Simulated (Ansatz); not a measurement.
Name a neutral molecule of C, Cl, Si and H with size of the dipole moment (B3LYP/def2-TZVPP) between 1.80 and 2.10 D and ideal-gas entropy at 298 K and 1 bar (rigid rotor, harmonic PBE0-D4/def2-TZVP) between 349 and 365 J/(mol·K) (Ansatz, PBE0-D4/def2-TZVP geometry).

`CC([SiH3])(Cl)Cl` (1.81 D, 352 J/(mol·K)). Other molecules can fit too; these were computed, each in one conformer that needn't be the lowest.

B3LYP here is the variant with VWN-RPA as its local correlation; programs differ in this.
